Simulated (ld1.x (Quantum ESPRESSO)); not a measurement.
# u(r) = r·R(r): atom against pseudo-atom (Tl (Z = 81))

Columns: radius, all-electron u(r) and pseudo u(r) of the 6s shell (level -25.82 eV) of thallium in the configuration [Xe] 4f14 5d10 6s1 6p0; LDA (PZ), scalar-relativistic, TM scheme, ld1.x (Quantum ESPRESSO) 7.5.

```tsv
r (bohr)	all-electron	pseudo
0.113	0.1590	-0.0138
0.225	-0.1045	-0.0285
0.338	-0.2371	-0.0457
0.450	0.0114	-0.0664
0.563	0.2747	-0.0925
0.675	0.3881	-0.1253
0.788	0.3535	-0.1670
0.900	0.2231	-0.2184
1.013	0.0464	-0.2812
1.125	-0.1367	-0.3535
1.238	-0.3074	-0.4340
1.350	-0.4520	-0.5166
1.463	-0.5691	-0.5966
1.575	-0.6567	-0.6661
1.688	-0.7187	-0.7209
1.800	-0.7573	-0.7576
1.913	-0.7767	-0.7768
2.025	-0.7801	-0.7801
2.138	-0.7705	-0.7705
2.250	-0.7510	-0.7510
2.363	-0.7238	-0.7238
2.475	-0.6913	-0.6913
2.588	-0.6546	-0.6546
2.700	-0.6159	-0.6159
2.813	-0.5757	-0.5757
2.925	-0.5355	-0.5355
```

Q: How many radial nodes do the two functions have?

A: The all-electron 6s function has n − l − 1 = 5 (the table is too coarse to show those close to the nucleus); the pseudo-wave has 0, since the states of the same l below it are removed with the core.

Q: At about which radius was the pseudo-wave matched?

A: 2.10 bohr. The columns agree to 0.0005 from 1.80 bohr on; several derivatives are matched, so the curves merge somewhat inside the radius.

Q: Is the pseudo-wave norm-conserving?

A: Yes: the TM scheme keeps the norm inside the radius equal to the all-electron one, which fixes the energy derivative of the logarithmic derivative at the level.
